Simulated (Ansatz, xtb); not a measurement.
**Ranking isomers of C4H8BN**

4 gas-phase structures of C4H8BN, from a drawn sample of its isomers (lower ones may exist). Each was relaxed with GFN2-xTB:

A. `BN1C=CCC1`, a singlet
B. `BN1CC=CC1`, a singlet
C. `C=C1CBNC1`, a singlet
D. `NB1CC=CC1`, a singlet

Estimate their order in r2SCAN-D4/def2-SVP//GFN2-xTB energy at these geometries, lowest first.

Calculated order at r2SCAN-D4/def2-SVP//GFN2-xTB: D (0.0), C (13.8), A (23.2), B (27.9) kcal/mol.

Energies above the lowest of each column, in kcal/mol; the last columns are at r2SCAN-D4/def2-SVP geometries and were run for some of them only (a dash: not run or not comparable):

| structure | GFN2-xTB | HF/STO-3G | r2SCAN-D4/def2-SVP//GFN2-xTB | r2SCAN-D4/def2-SVP | CCSD(T)/def2-SVP + ΔMP2/def2-TZVPP |
| --- | --- | --- | --- | --- | --- |
| D | 19.6 | 0.0 | 0.0 | 0.0 | 0.0 |
| C | 11.7 | 6.4 | 13.8 | 13.3 | 13.5 |
| A | 0.0 | 10.3 | 23.2 | 22.9 | 23.1 |
| B | 6.2 | 13.5 | 27.9 | – | – |

CCSD(T)/def2-SVP + ΔMP2/def2-TZVPP puts D lowest of those it was run on; GFN2-xTB picks A. Flexible structures stand in one conformer each, not always the lowest. Frequencies (GFN2-xTB) were run for A, C, D alone. ΔMP2 is the change of the MP2 energy from the smaller to the larger basis.

Over these structures GFN2-xTB departs from r2SCAN-D4/def2-SVP//GFN2-xTB by 15.6 kcal/mol on average once a common shift is removed. A GFN2-xTB relaxation took about 0.21 s and the r2SCAN-D4/def2-SVP//GFN2-xTB energy about 2.8 s on a shared host (Ansatz 0.2.0, xtb 6.7.1).
